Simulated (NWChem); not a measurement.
A series in which one site is exchanged, each optimised at PBE0/def2-SVP with NWChem, gas phase unless a solvent is named. For some, no frequency run checked for a minimum. def2 effective core potentials on Zr, Sn, Hf; no spin-orbit coupling.

A: [Cl][HfH]([Cl])[Cl] (HfHCl₃; site = Hf)
B: [Cl][SnH]([Cl])[Cl] (SnHCl3; site = Sn)
C: [Cl][TiH]([Cl])[Cl] (TiHCl₃; site = Ti)
D: [Cl][ZrH]([Cl])[Cl] (ZrHCl3; site = Zr)

Values for A:

| Item | Value |
|---|---|
| dipole (D), PBE0/def2-SVP | 0.20 |
| static polarisability, PBE/def2-SVPD (bohr³) | 86.8 |
| lowest singlet excitation, PBE/def2-SVPD, TDA (eV) | 4.85 |

Problem. How do these values change for the other members?

Solution. 
```tsv
change from A	B	C	D
dipole (D), PBE0/def2-SVP	+1.99	-0.01	+0.01
static polarisability, PBE/def2-SVPD (bohr³)	-2.3	-3.2	+2.2
lowest singlet excitation, PBE/def2-SVPD, TDA (eV)	-0.28	-1.22	-0.51
```
